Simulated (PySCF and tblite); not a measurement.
The numbers below are computed, except where a source is named.
System: C5H10OS, numbered as in [CH3:1][O:2][C@@H:3]1[CH2:4][CH2:5][S:6][CH2:7]1.

For the inversion of the 5-membered ring (3–4–5–6–7): electronic barrier 1.82 kcal/mol, zero-point change -0.03 kcal/mol, thermal and entropy terms at 400 K a further 0.77 kcal/mol (symmetry numbers apart). The minimum is C1, the saddle C1. Level: B3LYP/pcSseg-1 + D3(BJ) on GFN2-xTB stationary points, with GFN2-xTB thermal terms. Rates follow Eyring's equation with the number of equivalent paths and no tunnelling. Run with tblite and PySCF.

How many equivalent paths lead out of the minimum?

1: the symmetry number of the minimum is 1, that of the saddle displaced along its mode 1.

Work out the rate at 400 K.

ΔG‡ = 2.56 kcal/mol; k_B T/h = 8.3×10¹² s⁻¹; exp(−ΔG‡/RT) = 0.04; times 1 gives k = 3.3×10¹¹ s⁻¹. Wigner's tunnelling factor for the 56i cm⁻¹ mode would be 1.00.

The barrier is low, and the GFN2-xTB saddle may lie off the DFT one, so take it as rough.
